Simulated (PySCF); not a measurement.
**Structure from NMR data**

An unknown has the formula C₁₀H₁₁N. Its calculated NMR data are:

¹H NMR (400 MHz, computed): δ 6.89 (m, 1H), 6.88 (m, 1H), 6.61 (m, 1H), 6.56 (m, 1H), 5.77 (m, 1H), 5.51 (s, 2H), 5.21 (m, 1H), 2.31 (s, 3H).

¹³C{¹H} NMR (computed): δ 219.6 (C), 136.9 (C), 134.0 (CH), 120.6 (CH), 117.0 (CH), 114.4 (CH), 112.8 (CH2), 110.0 (C), 87.9 (CH2), 22.2 (CH3).

PySCF 2.14 calculation with σ from GIAO-PBE0/pcSseg-1 and geometry: GFN2-xTB; single conformer, in vacuum, relativity neglected, averaged over atoms made equivalent by symmetry, fast rotation or ring inversion.

δ = σ(ref) − σ, references computed at the same level: ¹H (31.72 ppm), ¹³C (186.93 ppm) vs TMS.

Question: Choose the structure that fits.
A. CCCc1cccc(C#N)c1
B. C=C=C(C)n1cccc1C=C
C. Cc1cc2ccccc2n1C
D. C1=CCC(n2cccc2)=CC1

Answer: B. 

1. Rings plus π bonds: 6 (1 ring in the answer).
2. 10 carbon signals for 10 carbons: no two carbons are equivalent.
3. Carbon types of the structure: 3 × C, 4 × CH, 2 × CH2, 1 × CH3, which accounts for all hydrogens.
4. δC 219.6: central carbon of an allene; the central sp carbon of an allene is among the most deshielded carbons of hydrocarbons.
5. δC 134.0: alkene CH; the olefinic region.
6. δC 117.0, 114.4: aromatic CH.
7. δC 112.8: terminal =CH2 carbon; as expected for a trigonal carbon in a double bond.
8. δC 110.0, 87.9: terminal carbon of a cumulated C=C=C unit.

The others: CCCc1cccc(C#N)c1 would give 7 signals for carbon-bound and other non-exchanging H, not 8; C1=CCC(n2cccc2)=CC1 would give 8 carbon signals, not 10; Cc1cc2ccccc2n1C would give 7 signals for carbon-bound and other non-exchanging H, not 8.

Shifts are as computed. Against solution values, carbons near 30 ppm lie about +3 ppm off and those near 130 ppm about +5 ppm. Of 1211 compounds with measured shifts, 218 miss one by over three times the rms of a fit or turn the order of signals round; such compounds aren't used in these exercises. No couplings were computed; multiplicities are counted from neighbouring protons, with m where these are inequivalent, close in shift, in a saturated or five-membered ring or joined by F or P, and br s for small geminal =CH2 splittings.
